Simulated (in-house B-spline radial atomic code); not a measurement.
A fraction x of an electron is removed from 6s in Ho, starting from [Xe] 4f11 6s2 and keeping the highest spin. Method: scalar-relativistic (X2C) TPSS, spin-polarised, spherical fractional occupations, Fermi nucleus of rms radius 5.2022 fm. Calculated with a B-spline radial code for spherical atoms.

| x | E(x) - E(0) (eV) | 6s down level (eV) |
| --- | --- | --- |
| 0 | 0.0000 | -3.717 |
| 0.04 | 0.1520 | -3.883 |
| 0.25 | 1.0592 | -4.757 |
| 0.37 | 1.6601 | -5.259 |
| 0.39 | 1.7662 | -5.343 |
| 0.5 | 2.3795 | -5.811 |
| 0.58 | 2.8584 | -6.162 |
| 0.69 | 3.5640 | -6.675 |
| 0.78 | 4.1852 | -7.135 |
| 0.94 | 5.4001 | -8.068 |
| 1 | 5.8924 | - |

The exact functional would give a straight line between the two integer points. Deviations E(x) - E(0) - x[E(1) - E(0)], in eV: -0.084 at x = 0.04, -0.414 at x = 0.25, -0.52 at x = 0.37, -0.532 at x = 0.39, -0.567 at x = 0.5, -0.559 at x = 0.58, -0.502 at x = 0.69, -0.411 at x = 0.78, -0.139 at x = 0.94.

The curve lies below the straight line by up to 0.567 eV (at x = 0.5): convex, the delocalisation error that favours fractional charges.

(1) How well does Slater's transition state (minus the level at half occupation) give the ionisation energy?

Results:

(1) It gives 5.811 eV against 5.892 eV from the two total energies; NIST lists 6.02 eV, ground level to ground level.
